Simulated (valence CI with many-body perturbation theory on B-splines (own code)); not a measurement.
Results of a calculation; reference values are marked as such.
**Hyperfine factors and g values of F²⁺**

Method: configuration interaction combined with many-body perturbation theory (CI+MBPT): five valence electrons over a frozen Dirac-Fock core [He], radial functions for each j: 9 s, 9 p, 8 d, 6 f, 3 g, 1 h, with the one-electron correlation potential Σ1 (screened to all orders), the two-electron term Σ2, the three-electron term Σ3, Breit, model QED; selected single and double excitations, second order for the rest, scaled by the run's own slope (own B-spline code, finite nucleus).

Set against measurement, 49 paired levels are off by 116 cm⁻¹ on average, the worst by 421. These come from a selection out of Moore, Atomic Energy Levels, vol. I, NSRDS-NBS 35 (1971 reprint of NBS Circular 467, 1949), an old analysis. Levels without a partner in it may be off by more. Among the levels kept, up to 1600 cm⁻¹ of a level comes from second order outside the variational space, and about a tenth of that is noise between levels of different J, which matters for small intervals.

A/g_I is the dipole constant over the nuclear g factor μ/I (μ in nuclear magnetons, uniformly magnetised nucleus), B/Q the quadrupole constant per barn. Both hold the static response of the core; the bare values leave it out. Large factors of s and p1/2 electrons are usually good to 5 to 10 %; those of open d and f shells near neutrality can be off by tens of per cent, and small factors of p3/2, d and f electrons come from cancelling terms and can be off by a factor of two or in sign, in half-filled shells by more. B is blank for J = 1/2, where it vanishes, and for nearly pure S terms. Energies count from the lowest level.

Letters in brackets count levels of one name in rising energy.

| Level | E (cm⁻¹) | g | A/g_I (MHz) | A/g_I bare | B/Q (MHz/b) | B/Q bare |
| --- | --- | --- | --- | --- | --- | --- |
| 2s2 2p3 4S°_3/2 | 0 | 2.002 | 30.0 | 331 |  |  |
| 2s2 2p3 2D°_5/2 | 34300 | 1.200 | 952 | 1010 | -42.2 | -42.9 |
| 2s2 2p3 2D°_3/2 | 34334 | 0.800 | 585 | 539 | 29.2 | 29.7 |
| 2s2 2p3 2P°_1/2 | 51836 | 0.666 | 2680 | 2540 |  |  |
| 2s2 2p3 2P°_3/2 | 51836 | 1.334 | 518 | 625 | -39.7 | -40.6 |
| 2s 2p4 4P_5/2 | 151959 | 1.601 | 2510 | 2510 | 860 | 876 |
| 2s 2p4 4P_3/2 | 152290 | 1.735 | 2470 | 2470 | -687 | -700 |
| 2s 2p4 4P_1/2 | 152462 | 2.670 | 5350 | 5340 |  |  |
| 2s 2p4 2D_5/2 | 210514 | 1.200 | 2930 | 2760 | -1810 | -1840 |
| 2s 2p4 2D_3/2 | 210524 | 0.799 | -1010 | -840 | -1260 | -1290 |
| 2s 2p4 2S_1/2 | 248681 | 2.002 | 10700 | 9840 |  |  |
| 2s 2p4 2P_3/2 | 266920 | 1.334 | -558 | -285 | 852 | 870 |
| 2s 2p4 2P_1/2 | 267301 | 0.666 | 1650 | 1400 |  |  |
| 2s2 2p2 3s 4P_1/2 | 316544 | 2.670 | 539 | 846 |  |  |
| 2s2 2p2 3s 4P_3/2 | 316769 | 1.735 | 386 | 533 | 843 | 858 |
| 2s2 2p2 3s 4P_5/2 | 317088 | 1.601 | 901 | 1010 | -1060 | -1080 |
| 2s2 2p2 3s 2P_1/2 | 324397 | 0.666 | 610 | 474 |  |  |
| 2s2 2p2 3s 2P_3/2 | 324789 | 1.334 | 648 | 818 | -1030 | -1050 |
| 2s2 2p2 3s 2D_5/2 | 344061 | 1.200 | 1220 | 1200 | 2060 | 2100 |
| 2s2 2p2 3s 2D_3/2 | 344066 | 0.799 | 970 | 994 | 1440 | 1470 |
| 2s2 2p2 3p 2S°_1/2 | 344286 | 2.002 | -36.9 | 413 |  |  |
| 2s2 2p2 3p 4D°_1/2 | 348560 | 0.000 | 756 | 520 |  |  |
| 2s2 2p2 3p 4D°_3/2 | 348684 | 1.202 | 296 | 350 | 65.2 | 66.4 |
| 2s2 2p2 3p 4D°_5/2 | 348875 | 1.373 | 305 | 399 | -208 | -212 |
| 2s2 2p2 3p 4D°_7/2 | 349125 | 1.429 | 435 | 540 | -917 | -934 |
| 2s2 2p2 3p 4P°_1/2 | 351086 | 2.668 | -486 | -70.7 |  |  |
| 2s2 2p2 3p 4P°_3/2 | 351188 | 1.733 | 347 | 524 | -431 | -439 |
| 2s2 2p2 3p 4P°_5/2 | 351378 | 1.600 | 257 | 406 | 334 | 340 |
| 2s2 2p2 3p 2D°_3/2 [a] | 355902 | 0.800 | 799 | 720 | -480 | -489 |
| 2s2 2p2 3p 2D°_5/2 [a] | 356293 | 1.201 | 551 | 631 | -690 | -703 |
| 2s2 2p2 3p 4S°_3/2 | 357298 | 2.002 | 190 | 430 |  |  |
| 2s2 2p2 3p 2P°_1/2 [a] | 360277 | 0.666 | 859 | 730 |  |  |
| 2s2 2p2 3p 2P°_3/2 [a] | 360370 | 1.334 | 516 | 650 | 409 | 417 |
| 2s2 2p2 3s 2S_1/2 | 372847 | 2.002 | 1860 | 1730 |  |  |
| 2s2 2p2 3p 2F°_5/2 | 376883 | 0.857 | 914 | 906 | 1870 | 1900 |
| 2s2 2p2 3p 2F°_7/2 | 376942 | 1.143 | 656 | 664 | 2200 | 2240 |
| 2s2 2p2 3p 2D°_5/2 [b] | 380287 | 1.200 | 818 | 835 | 667 | 679 |
| 2s2 2p2 3p 2D°_3/2 [b] | 380344 | 0.800 | 801 | 789 | 515 | 524 |
| 2s2 2p2 3p 2P°_1/2 [b] | 384438 | 0.665 | 2660 | 2610 |  |  |
| 2s2 2p2 3p 2P°_3/2 [b] | 384574 | 1.333 | 904 | 937 | 598 | 609 |

Problem. Take the isotope of mass number 19, with I = 1/2, μ = 2.62832 μN. What is the hyperfine structure of 2s2 2p3 2D°_3/2?

Solution. From the table A = 3080 MHz. Shifts from the centre of gravity in MHz: F = 1: -3850, F = 2: 2310.
